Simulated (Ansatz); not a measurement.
A short molecular-dynamics run on [AlCl4]- (AlCl₄⁻).

```yaml
crystal:
  periodic: [false, false, false]
  atoms:
    - {symbol: Al, position_ang: [-0.000013, 0.000016, 0.000041]}
    - {symbol: Cl, position_ang: [0.010794, -0.017942, 2.174524]}
    - {symbol: Cl, position_ang: [2.046563, 0.010695, -0.734930]}
    - {symbol: Cl, position_ang: [-1.032705, 1.779074, -0.705178]}
    - {symbol: Cl, position_ang: [-1.024648, -1.771843, -0.734457]}
basis:
  gaussian: {orbitals: "6-31G*"}
total_charge: -1
hamiltonian: {xc: {name: PBE}, dispersion: d3bj}
md: {timestep: 0.5 fs, n_steps: 15, ensemble: nve, temperature: 700, initial_velocities: maxwell_boltzmann, seed: 183}
scf: {omitted_lower_state_checks: [starts]}
```

```sh
$ ansatz run in.yaml --threads 4 --pin off --events-out ev --progress --plain --max-ram 3916MiB
```

| step | time (fs) | potential energy (eV) | kinetic (eV) | T (K) | conserved (eV) |
| --- | --- | --- | --- | --- | --- |
| 0 | 0.0 | -56671.7940 | 0.2714 | 700 | -56671.5226 |
| 1 | 0.5 | -56671.7936 | 0.2710 | 699 | -56671.5226 |
| 2 | 1.0 | -56671.7928 | 0.2702 | 697 | -56671.5226 |
| 3 | 1.5 | -56671.7916 | 0.2690 | 694 | -56671.5226 |
| 4 | 2.0 | -56671.7900 | 0.2674 | 690 | -56671.5226 |
| 5 | 2.5 | -56671.7880 | 0.2654 | 684 | -56671.5226 |
| 6 | 3.0 | -56671.7857 | 0.2631 | 678 | -56671.5226 |
| 7 | 3.5 | -56671.7829 | 0.2604 | 671 | -56671.5226 |
| 8 | 4.0 | -56671.7799 | 0.2573 | 663 | -56671.5226 |
| 9 | 4.5 | -56671.7765 | 0.2539 | 655 | -56671.5226 |
| 10 | 5.0 | -56671.7727 | 0.2502 | 645 | -56671.5226 |
| 11 | 5.5 | -56671.7687 | 0.2461 | 635 | -56671.5226 |
| 12 | 6.0 | -56671.7644 | 0.2418 | 624 | -56671.5226 |
| 13 | 6.5 | -56671.7599 | 0.2373 | 612 | -56671.5226 |
| 14 | 7.0 | -56671.7551 | 0.2326 | 600 | -56671.5226 |
| 15 | 7.5 | -56671.7502 | 0.2276 | 587 | -56671.5226 |

Velocities are drawn at the set temperature; a run this short doesn't reach equilibrium.

The 6-31G sets use Cartesian d functions. The highest occupied level of an anion often lies above zero with these methods, and sets without diffuse functions describe the outer electron poorly.

Frames (Å, forces in eV/Å):

```xyz
5
time=0.0 fs
Al    0.000    0.000    0.000    0.000    0.000    0.000
Cl    0.011   -0.018    2.175    0.000    0.000    0.054
Cl    2.047    0.011   -0.735    0.051    0.000   -0.018
Cl   -1.033    1.779   -0.705   -0.026    0.044   -0.017
Cl   -1.025   -1.772   -0.734   -0.025   -0.044   -0.018
5
time=0.5 fs
Al   -0.001    0.000    0.001    0.011    0.038   -0.043
Cl    0.011   -0.018    2.171    0.000    0.001    0.105
Cl    2.047    0.008   -0.734    0.046    0.006   -0.018
Cl   -1.035    1.781   -0.704   -0.013    0.026   -0.012
Cl   -1.022   -1.770   -0.733   -0.045   -0.071   -0.032
5
time=1.0 fs
Al   -0.001    0.000    0.002    0.023    0.076   -0.087
Cl    0.011   -0.019    2.168    0.000    0.003    0.158
Cl    2.047    0.006   -0.733    0.042    0.011   -0.019
Cl   -1.037    1.782   -0.704    0.000    0.008   -0.007
Cl   -1.020   -1.769   -0.732   -0.065   -0.098   -0.045
5
time=1.5 fs
Al   -0.002    0.000    0.002    0.034    0.114   -0.131
Cl    0.011   -0.019    2.164    0.000    0.005    0.211
Cl    2.047    0.003   -0.733    0.037    0.017   -0.019
Cl   -1.039    1.784   -0.703    0.013   -0.010   -0.002
Cl   -1.017   -1.768   -0.731   -0.085   -0.126   -0.059
5
time=2.0 fs
Al   -0.002    0.000    0.003    0.046    0.152   -0.176
Cl    0.010   -0.019    2.161    0.000    0.007    0.265
Cl    2.047    0.000   -0.732    0.033    0.023   -0.019
Cl   -1.041    1.785   -0.702    0.026   -0.028    0.003
Cl   -1.015   -1.766   -0.729   -0.105   -0.154   -0.073
5
time=2.5 fs
Al   -0.002    0.000    0.004    0.058    0.190   -0.221
Cl    0.010   -0.019    2.158    0.000    0.009    0.319
Cl    2.048   -0.002   -0.731    0.028    0.028   -0.020
Cl   -1.044    1.787   -0.701    0.038   -0.045    0.008
Cl   -1.012   -1.765   -0.728   -0.125   -0.182   -0.087
5
time=3.0 fs
Al   -0.003   -0.001    0.005    0.070    0.227   -0.266
Cl    0.010   -0.020    2.154    0.000    0.010    0.374
Cl    2.048   -0.005   -0.730    0.024    0.034   -0.020
Cl   -1.046    1.788   -0.701    0.051   -0.062    0.013
Cl   -1.010   -1.763   -0.727   -0.145   -0.209   -0.101
5
time=3.5 fs
Al   -0.003   -0.001    0.005    0.082    0.264   -0.311
Cl    0.010   -0.020    2.151    0.000    0.012    0.429
Cl    2.048   -0.007   -0.730    0.020    0.040   -0.020
Cl   -1.048    1.790   -0.700    0.063   -0.078    0.018
Cl   -1.008   -1.762   -0.725   -0.165   -0.237   -0.115
5
time=4.0 fs
Al   -0.004   -0.001    0.006    0.094    0.301   -0.356
Cl    0.010   -0.020    2.148    0.000    0.014    0.484
Cl    2.048   -0.010   -0.729    0.016    0.045   -0.021
Cl   -1.050    1.791   -0.699    0.074   -0.095    0.022
Cl   -1.005   -1.761   -0.724   -0.184   -0.265   -0.129
5
time=4.5 fs
Al   -0.004   -0.001    0.007    0.106    0.337   -0.401
Cl    0.010   -0.021    2.144    0.000    0.016    0.540
Cl    2.049   -0.012   -0.728    0.012    0.051   -0.021
Cl   -1.052    1.793   -0.698    0.086   -0.110    0.026
Cl   -1.003   -1.759   -0.723   -0.204   -0.293   -0.144
5
time=5.0 fs
Al   -0.005   -0.001    0.007    0.118    0.372   -0.445
Cl    0.010   -0.021    2.141    0.000    0.018    0.595
Cl    2.049   -0.015   -0.727    0.009    0.057   -0.022
Cl   -1.054    1.794   -0.697    0.097   -0.126    0.030
Cl   -1.000   -1.758   -0.722   -0.224   -0.321   -0.158
5
time=5.5 fs
Al   -0.005    0.000    0.008    0.130    0.406   -0.490
Cl    0.010   -0.021    2.138    0.000    0.020    0.650
Cl    2.049   -0.017   -0.727    0.006    0.062   -0.023
Cl   -1.057    1.796   -0.697    0.108   -0.141    0.034
Cl   -0.998   -1.757   -0.720   -0.244   -0.349   -0.172
5
time=6.0 fs
Al   -0.006    0.000    0.008    0.141    0.440   -0.533
Cl    0.010   -0.021    2.135    0.001    0.022    0.705
Cl    2.049   -0.020   -0.726    0.003    0.068   -0.024
Cl   -1.059    1.797   -0.696    0.119   -0.155    0.038
Cl   -0.996   -1.756   -0.719   -0.263   -0.376   -0.186
5
time=6.5 fs
Al   -0.006    0.000    0.009    0.153    0.473   -0.575
Cl    0.010   -0.022    2.132    0.001    0.025    0.759
Cl    2.049   -0.022   -0.725    0.000    0.074   -0.025
Cl   -1.061    1.799   -0.695    0.129   -0.169    0.041
Cl   -0.993   -1.754   -0.718   -0.282   -0.403   -0.200
5
time=7.0 fs
Al   -0.007    0.000    0.009    0.164    0.505   -0.617
Cl    0.009   -0.022    2.129    0.001    0.027    0.813
Cl    2.050   -0.025   -0.724   -0.003    0.080   -0.026
Cl   -1.063    1.800   -0.694    0.140   -0.182    0.044
Cl   -0.991   -1.753   -0.717   -0.301   -0.429   -0.214
5
time=7.5 fs
Al   -0.007    0.000    0.010    0.175    0.536   -0.658
Cl    0.009   -0.022    2.126    0.001    0.029    0.866
Cl    2.050   -0.027   -0.724   -0.005    0.086   -0.027
Cl   -1.065    1.801   -0.694    0.149   -0.195    0.047
Cl   -0.989   -1.752   -0.716   -0.320   -0.456   -0.228
```

Hardware: 4 threads of Arm Neoverse N1 on a shared host. Wall time 23 s.
